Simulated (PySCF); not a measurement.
Delta-SCF ions had no search for a lower state. Excitations are Tamm–Dancoff values on a coarser integration grid. The basis has no diffuse functions, so Rydberg states are missing or too high.

AlBr₃, SMILES `[Br][Al]([Br])[Br]` (charge 0, multiplicity 1)

All values below come from ωB97X-D3(BJ)/def2-TZVP // B3LYP-D3(BJ)/def2-TZVP in PySCF.

| Quantity | Result |
|---|---|
| HOMO | -11.03 eV |
| dipole moment | 0.00 D |
| HOMO–LUMO gap | 11.40 eV |
| LUMO | 0.37 eV |
| S1 excitation (TDA) | 6.38 eV |
| S1 oscillator strength | 0.000 |
| T1 excitation (TDA) | 6.06 eV |
| S1–T1 gap (TDA) | 0.32 eV |
| vertical ionisation energy (Delta-SCF) | 11.15 eV |
| total energy | -7964.8867 Ha |
| cost | roughly 5 core-minutes |

```xyz
4

Br    -1.8710    -1.2199    -0.1502
Al    -0.0001     0.0000    -0.0002
Br     1.9884    -1.0155     0.1621
Br    -0.1173     2.2355    -0.0117
```
Charge 0, spin multiplicity 1.
